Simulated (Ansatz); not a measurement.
Steps of a relaxation of C3H8B2S with RKS PBE-D4/def2-SVP.

```sh
$ ansatz run in.yaml --threads 4 --pin off --events-out ev --progress --plain --max-ram 10444MiB
```

```yaml
crystal:
  periodic: [false, false, false]
  atoms:
    - {symbol: B, position_ang: [0.638700, -2.007200, -0.125100]}
    - {symbol: C, position_ang: [0.198200, -0.931900, 1.012300]}
    - {symbol: C, position_ang: [-1.063900, -0.138200, 0.624900]}
    - {symbol: S, position_ang: [-2.257600, -0.578400, 1.057700]}
    - {symbol: B, position_ang: [-0.939000, 1.129500, -0.303000]}
    - {symbol: C, position_ang: [0.449300, 1.693100, -0.838200]}
    - {symbol: H, position_ang: [-0.140100, -2.811900, -0.444700]}
    - {symbol: H, position_ang: [1.662800, -1.844800, -0.705900]}
    - {symbol: H, position_ang: [0.050600, -1.477300, 2.000600]}
    - {symbol: H, position_ang: [1.059400, -0.240800, 1.206600]}
    - {symbol: H, position_ang: [-1.938800, 1.711600, -0.571800]}
    - {symbol: H, position_ang: [1.120600, 1.977000, 0.028900]}
    - {symbol: H, position_ang: [0.899300, 0.914100, -1.451000]}
    - {symbol: H, position_ang: [0.247600, 2.575700, -1.462500]}
basis:
  gaussian: {orbitals: def2-SVP}
hamiltonian: {xc: pbe, dispersion: d4}
relax: {f_tol: 0.03, max_steps: 200}
```

Positions (Å) and forces (eV/Å) along the path, 9 of 26 steps:

```xyz
14
step=1 energy=-15406.3100 eV
B     0.639   -2.007   -0.125   -0.290    1.929    1.241
C     0.198   -0.932    1.012    2.181   -0.427    0.060
C    -1.064   -0.138    0.625   21.956    7.119   -7.533
S    -2.258   -0.578    1.058  -23.902   -8.240    8.279
B    -0.939    1.129   -0.303    1.729    0.648   -0.168
C     0.449    1.693   -0.838   -1.164    0.440    0.953
H    -0.140   -2.812   -0.445   -0.774   -1.082   -0.324
H     1.663   -1.845   -0.706    0.632   -0.135   -0.321
H     0.051   -1.477    2.001   -0.267    0.264   -0.815
H     1.059   -0.241    1.207   -0.161   -0.083   -0.180
H    -1.939    1.712   -0.572   -0.730    0.178   -0.130
H     1.121    1.977    0.029   -0.214   -0.339   -0.606
H     0.899    0.914   -1.451    0.712   -0.514   -0.298
H     0.248    2.576   -1.462    0.291    0.243   -0.159
14
step=5 energy=-15409.7558 eV
B     0.645   -1.917   -0.070   -0.013   -0.095   -0.114
C     0.271   -0.863    1.043   -0.128    0.114    0.175
C    -0.997   -0.151    0.616    0.095   -0.074   -0.076
S    -2.493   -0.866    0.662    0.111    0.047   -0.053
B    -0.914    1.228   -0.165   -0.238   -0.040    0.105
C     0.401    1.667   -0.893    0.074   -0.141   -0.189
H    -0.163   -2.793   -0.322    0.052    0.059    0.010
H     1.698   -1.869   -0.681   -0.003    0.017    0.043
H     0.064   -1.480    1.949   -0.012    0.022   -0.042
H     1.087   -0.142    1.252    0.002   -0.026    0.009
H    -1.943    1.886   -0.194    0.181    0.058    0.096
H     1.185    1.891   -0.129   -0.120    0.018    0.001
H     0.843    0.831   -1.484    0.008    0.022    0.010
H     0.303    2.548   -1.555   -0.009    0.020    0.024
14
step=6 energy=-15409.8042 eV
B     0.670   -1.913   -0.053   -0.044    0.090   -0.067
C     0.256   -0.866    1.062    0.163   -0.060    0.194
C    -0.984   -0.159    0.594   -0.318   -0.099    0.013
S    -2.480   -0.890    0.562    0.227    0.170   -0.129
B    -0.907    1.235   -0.134   -0.285    0.257    0.071
C     0.382    1.640   -0.937   -0.034   -0.149   -0.143
H    -0.131   -2.778   -0.344    0.038   -0.021    0.011
H     1.736   -1.836   -0.640    0.001   -0.013    0.055
H     0.006   -1.479    1.960    0.024   -0.011   -0.057
H     1.071   -0.153    1.307   -0.042   -0.029    0.001
H    -1.888    1.981   -0.035    0.391   -0.186    0.057
H     1.181    1.865   -0.187   -0.119    0.019    0.003
H     0.802    0.800   -1.534    0.015    0.011   -0.006
H     0.275    2.526   -1.590   -0.018    0.020   -0.003
14
step=8 energy=-15409.8963 eV
B     0.720   -1.902    0.005   -0.257    0.401   -0.459
C     0.232   -0.899    1.138    0.196   -0.127    0.207
C    -0.956   -0.158    0.589   -0.468   -0.526   -0.031
S    -2.449   -0.868    0.289    0.620    0.467   -0.008
B    -0.865    1.253   -0.062   -0.515    0.507    0.181
C     0.325    1.588   -1.036   -0.101   -0.032    0.011
H    -0.074   -2.730   -0.404    0.162   -0.072    0.169
H     1.787   -1.742   -0.569    0.009   -0.122    0.196
H    -0.084   -1.553    1.985   -0.048    0.068   -0.038
H     1.032   -0.203    1.470   -0.102   -0.060    0.006
H    -1.708    2.121    0.275    0.580   -0.506   -0.155
H     1.146    1.875   -0.330   -0.051    0.026   -0.044
H     0.724    0.733   -1.619   -0.007   -0.017   -0.014
H     0.159    2.455   -1.703   -0.016   -0.007   -0.022
14
step=10 energy=-15410.0698 eV
B     0.740   -1.874    0.040   -0.025    0.035   -0.125
C     0.224   -0.966    1.233   -0.239   -0.072    0.242
C    -0.864   -0.166    0.587   -0.053    0.083   -0.057
S    -2.312   -0.719   -0.033    0.320    0.226    0.064
B    -0.810    1.276    0.013   -0.234   -0.107    0.089
C     0.245    1.587   -1.111    0.048    0.026   -0.055
H     0.003   -2.744   -0.378    0.083   -0.025    0.057
H     1.817   -1.669   -0.490   -0.014    0.006    0.025
H    -0.226   -1.642    1.999    0.067    0.020   -0.088
H     0.994   -0.309    1.686   -0.060   -0.056   -0.034
H    -1.508    2.156    0.507    0.151   -0.172   -0.012
H     1.149    1.907   -0.530   -0.050    0.009   -0.096
H     0.553    0.707   -1.711    0.012    0.054   -0.013
H    -0.018    2.429   -1.782   -0.006   -0.025    0.003
14
step=13 energy=-15410.2273 eV
B     0.715   -1.871    0.120    0.032    0.042   -0.100
C     0.141   -1.107    1.407   -0.012   -0.251    0.536
C    -0.681   -0.178    0.629    0.059    0.038   -0.175
S    -2.046   -0.513   -0.282   -0.028   -0.008    0.045
B    -0.681    1.241    0.026    0.076    0.164   -0.099
C     0.195    1.653   -1.238    0.193    0.325    0.038
H     0.126   -2.860   -0.268    0.060    0.016    0.037
H     1.701   -1.455   -0.466   -0.166    0.003    0.049
H    -0.472   -1.816    2.023    0.221    0.270   -0.230
H     0.914   -0.569    2.004   -0.183   -0.156   -0.145
H    -1.250    2.099    0.695    0.020   -0.081   -0.070
H     1.156    2.117   -0.866   -0.420   -0.165   -0.152
H     0.479    0.798   -1.888   -0.019    0.051    0.050
H    -0.310    2.430   -1.867    0.167   -0.247    0.217
14
step=21 energy=-15410.6227 eV
B     0.165   -1.546   -0.194   -0.182   -0.321    0.059
C     0.136   -1.036    1.680    0.187   -0.081    0.060
C    -0.455   -0.199    0.753    0.014    0.252    0.337
S    -1.705   -0.821   -0.324    0.030   -0.194   -0.315
B    -0.574    1.130   -0.037   -0.169    0.127    0.298
C     0.325    1.639   -1.205    0.122   -0.068   -0.360
H     0.119   -2.749   -0.023   -0.095    0.079    0.081
H     0.985   -1.132   -0.977    0.066    0.115    0.077
H    -0.401   -1.895    2.118    0.021    0.029   -0.136
H     1.055   -0.715    2.207   -0.038    0.004   -0.177
H    -1.365    1.900    0.485   -0.049   -0.029    0.067
H     1.077    2.335   -0.772    0.056   -0.003    0.025
H     0.866    0.830   -1.733    0.088    0.050   -0.018
H    -0.243    2.230   -1.949   -0.051    0.041    0.002
14
step=22 energy=-15410.6621 eV
B     0.151   -1.580   -0.156    0.049   -0.242   -0.042
C     0.152   -1.042    1.639    0.048   -0.102    0.098
C    -0.491   -0.187    0.758   -0.026    0.243   -0.010
S    -1.695   -0.843   -0.360   -0.016    0.014   -0.036
B    -0.582    1.158   -0.023   -0.005   -0.124    0.050
C     0.331    1.655   -1.205   -0.019   -0.042    0.000
H     0.055   -2.785    0.018   -0.004    0.187   -0.028
H     1.008   -1.163   -0.901   -0.018    0.009    0.007
H    -0.364   -1.902    2.095    0.013    0.068   -0.022
H     1.091   -0.712    2.119   -0.047    0.018   -0.041
H    -1.396    1.916    0.486    0.005   -0.035    0.004
H     1.073    2.364   -0.771    0.018    0.002    0.010
H     0.895    0.854   -1.718    0.015    0.003   -0.001
H    -0.242    2.238   -1.953   -0.014    0.001    0.011
14
step=26 energy=-15410.6659 eV
B     0.151   -1.583   -0.159    0.006   -0.008   -0.012
C     0.161   -1.035    1.638    0.007   -0.008    0.002
C    -0.492   -0.179    0.766   -0.002    0.007    0.005
S    -1.690   -0.830   -0.365   -0.004    0.005    0.001
B    -0.596    1.147   -0.030   -0.007   -0.003    0.000
C     0.332    1.647   -1.199    0.008    0.006    0.000
H     0.040   -2.778    0.013    0.000   -0.007   -0.001
H     1.005   -1.162   -0.904    0.003    0.001    0.002
H    -0.347   -1.895    2.097   -0.003    0.006    0.004
H     1.098   -0.692    2.110   -0.002    0.001    0.001
H    -1.418    1.899    0.473   -0.003    0.002    0.003
H     1.084    2.337   -0.749    0.000   -0.001   -0.003
H     0.889    0.847   -1.721    0.001   -0.001    0.000
H    -0.230    2.249   -1.941   -0.002    0.000   -0.001
```

Run time 45 s (4 threads of an Arm Neoverse V1 on a shared host); peak host memory 0.18 GiB.
